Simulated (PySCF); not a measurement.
C3H9NSi2, SMILES [Si@H](C#C)(C)N[SiH3].

The structure is a stationary point at B3LYP-D3(BJ)/def2-SVP. The structure was generated by enumeration; whether it is a known compound was not checked. One conformer was computed; it need not be the lowest.

Two levels are set side by side: PBE/def2-TZVP (PySCF) and PBE0/def2-TZVP (PySCF). Same geometry, gas phase. Differences are taken from unrounded values.

| quantity | PBE0 |
|---|---|
| orbital gap (eV) | 7.24 |
| highest occupied level (eV) | -7.49 |
| lowest empty level (eV) | -0.25 |
| dipole moment (D) | 0.29 |
| mean polarisability (bohr³) | 90.8 |

What does PBE give, and how far is it from PBE0? (The exact figures need the calculation; the answer reports its results.)


```
quantity                       PBE  PBE minus PBE0
---------------------------  -----  --------------
orbital gap (eV)              5.01           -2.24
highest occupied level (eV)  -6.16            1.33
lowest empty level (eV)      -1.15           -0.91
dipole moment (D)             0.31            0.02
mean polarisability (bohr³)   94.3             3.6
```

PBE's occupied levels lie high since its potential decays too fast outside the molecule; exact exchange lowers them and widens the gap. Loosely held outer electrons make PBE densities more polarisable. Differences between two approximate levels are no errors against the true value.

Rough cost on one machine, each run with all the roots and properties that it gave: PBE0 against PBE within a factor of 2.
